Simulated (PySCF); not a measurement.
Species: C5H8Si.
Cartesian coordinates in Å at the PBE0-D3(BJ)/def2-SVP level; atoms count from 1:
```xyz
14
C5H8Si angstrom
Si    -2.292    0.467   -0.006
C     -0.731    0.264    1.042
C      0.331   -0.498    0.301
C      1.400    0.065   -0.263
C      2.625    0.027   -1.016
C      2.230    1.205   -0.567
H     -2.801   -0.872   -0.440
H     -1.986    1.272   -1.230
H     -3.387    1.159    0.750
H     -0.371    1.269    1.321
H     -1.004   -0.241    1.985
H      0.195   -1.578    0.180
H      3.362   -0.549   -1.573
H      2.418    2.274   -0.498
```

Computed with PySCF, PBE0-D3(BJ)/def2-SVP geometry optimisation, gas phase.

Take the most abundant isotopes and a rigid rotor. The values belong to one conformer with, in the numbering `[SiH3:1][CH2:2][CH:3]=[C:4]1[CH:5]=[CH:6]1`, Si1–C2–C3–C4 103°.

Q: What are A, B and C (cm⁻¹)?

A: Ia = 60.62, Ib = 400.21, Ic = 411.96 u·Å²; 505379 MHz·u·Å²/I gives 8336, 1263 and 1227 MHz, that is A = 0.27807, B = 0.04212, C = 0.04092 cm⁻¹.

Q: Classify the top.

A: A near-prolate asymmetric top; Ray's κ = -0.990.

Q: Is it planar, by Δ = Ic − Ia − Ib?

A: Not planar: Δ = Ic − Ia − Ib = -48.87 u·Å². For a rigid frame Δ = −2 Σ m c², so Σ m c² = 24.44 u·Å² lies off the ab plane: 10.35 from hydrogen and 14.09 from heavier atoms. The atom farthest from that plane is 1.60 Å away.

Q: Give the other two planar moments, Paa and Pbb, and the rms extents of the mass along the axes.

A: Paa = Σ m a² = (Ib + Ic − Ia)/2 = 375.77 and Pbb = Σ m b² = (Ia + Ic − Ib)/2 = 36.19 u·Å². With the mass M = 96.04 u, the rms extents √(P/M) along a, b and c are 1.98, 0.61, 0.50 Å.

Q: Where do the levels up to J = 3 lie, in MHz?

A: Above 0(0,0):
J = 1: 1(0,1) 2490, 1(1,1) 9563, 1(1,0) 9599
J = 2: 2(0,2) 7469, 2(1,2) 14506, 2(1,1) 14614, 2(2,1) 35835, 2(2,0) 35835
J = 3: 3(0,3) 14937, 3(1,3) 21921, 3(1,2) 22137, 3(2,2) 43304, 3(2,1) 43304, 3(3,1) 78761, 3(3,0) 78761
The levels of one J sum to (2J + 1)J(J + 1)(A + B + C)/3.

Q: Which types of transition are allowed, and where do some lines up to J = 5 fall?

A: The dipole components are |μa| = 2.46 D, |μb| = 0.50 D, |μc| = 0.45 D. Intensities carry the squares of the components, which stand as 1.00 : 0.04 : 0.03 (a : b : c). Some lines, for components of 0.1 D or more:

```json
{"type": "c", "branch": "Q", "J(Ka,Kc)": "4(1,4) ← 4(0,4)", "MHz": "6913", "lower level (cm⁻¹)": "0.830"}
{"type": "a", "branch": "R", "J(Ka,Kc)": "4(2,2) ← 3(2,1)", "MHz": "9960", "lower level (cm⁻¹)": "1.444"}
{"type": "a", "branch": "R", "J(Ka,Kc)": "4(1,3) ← 3(1,2)", "MHz": "10030", "lower level (cm⁻¹)": "0.738"}
{"type": "a", "branch": "R", "J(Ka,Kc)": "5(0,5) ← 4(0,4)", "MHz": "12445", "lower level (cm⁻¹)": "0.830"}
{"type": "b", "branch": "R", "J(Ka,Kc)": "5(1,5) ← 4(0,4)", "MHz": "19270", "lower level (cm⁻¹)": "0.830"}
{"type": "c", "branch": "Q", "J(Ka,Kc)": "4(2,3) ← 4(1,3)", "MHz": "21095", "lower level (cm⁻¹)": "1.073"}
{"type": "b", "branch": "Q", "J(Ka,Kc)": "2(2,1) ← 2(1,2)", "MHz": "21329", "lower level (cm⁻¹)": "0.484"}
{"type": "b", "branch": "Q", "J(Ka,Kc)": "3(2,2) ← 3(1,3)", "MHz": "21383", "lower level (cm⁻¹)": "0.731"}
{"type": "b", "branch": "Q", "J(Ka,Kc)": "5(2,4) ← 5(1,5)", "MHz": "21545", "lower level (cm⁻¹)": "1.473"}
{"type": "c", "branch": "R", "J(Ka,Kc)": "2(2,1) ← 1(1,1)", "MHz": "26272", "lower level (cm⁻¹)": "0.319"}
{"type": "c", "branch": "R", "J(Ka,Kc)": "3(2,1) ← 2(1,1)", "MHz": "28690", "lower level (cm⁻¹)": "0.487"}
{"type": "b", "branch": "R", "J(Ka,Kc)": "3(2,1) ← 2(1,2)", "MHz": "28798", "lower level (cm⁻¹)": "0.484"}
{"type": "b", "branch": "R", "J(Ka,Kc)": "4(2,3) ← 3(1,2)", "MHz": "31125", "lower level (cm⁻¹)": "0.738"}
{"type": "b", "branch": "Q", "J(Ka,Kc)": "3(3,0) ← 3(2,1)", "MHz": "35457", "lower level (cm⁻¹)": "1.444"}
{"type": "b", "branch": "R", "J(Ka,Kc)": "3(3,0) ← 2(2,1)", "MHz": "42926", "lower level (cm⁻¹)": "1.195"}
{"type": "b", "branch": "R", "J(Ka,Kc)": "4(3,2) ← 3(2,1)", "MHz": "45416", "lower level (cm⁻¹)": "1.444"}
{"type": "c", "branch": "Q", "J(Ka,Kc)": "5(4,2) ← 5(3,2)", "MHz": "49640", "lower level (cm⁻¹)": "3.375"}
{"type": "b", "branch": "Q", "J(Ka,Kc)": "5(4,1) ← 5(3,2)", "MHz": "49640", "lower level (cm⁻¹)": "3.375"}
{"type": "b", "branch": "Q", "J(Ka,Kc)": "5(4,2) ← 5(3,3)", "MHz": "49640", "lower level (cm⁻¹)": "3.375"}
{"type": "b", "branch": "Q", "J(Ka,Kc)": "4(4,1) ← 4(3,2)", "MHz": "49640", "lower level (cm⁻¹)": "2.959"}
{"type": "c", "branch": "R", "J(Ka,Kc)": "4(4,0) ← 3(3,0)", "MHz": "59599", "lower level (cm⁻¹)": "2.627"}
{"type": "b", "branch": "R", "J(Ka,Kc)": "5(5,1) ← 4(4,0)", "MHz": "76272", "lower level (cm⁻¹)": "4.615"}
{"type": "c", "branch": "R", "J(Ka,Kc)": "5(5,1) ← 4(4,1)", "MHz": "76272", "lower level (cm⁻¹)": "4.615"}
{"type": "b", "branch": "R", "J(Ka,Kc)": "5(5,0) ← 4(4,1)", "MHz": "76272", "lower level (cm⁻¹)": "4.615"}
```

PBE0-D3(BJ)/def2-SVP frequencies: not computed here. These are rigid-rotor constants of the computed structure; measured ground-state constants (B0) also hold zero-point vibration. A rigid rotor knows nothing of internal rotation, which can split or shift real lines.

Hardware: an Arm Neoverse N1 with one thread, no GPU, shared host. Cost: 73 s of wall time, 0.49 GiB resident at most. That covers the optimisation of the geometry.
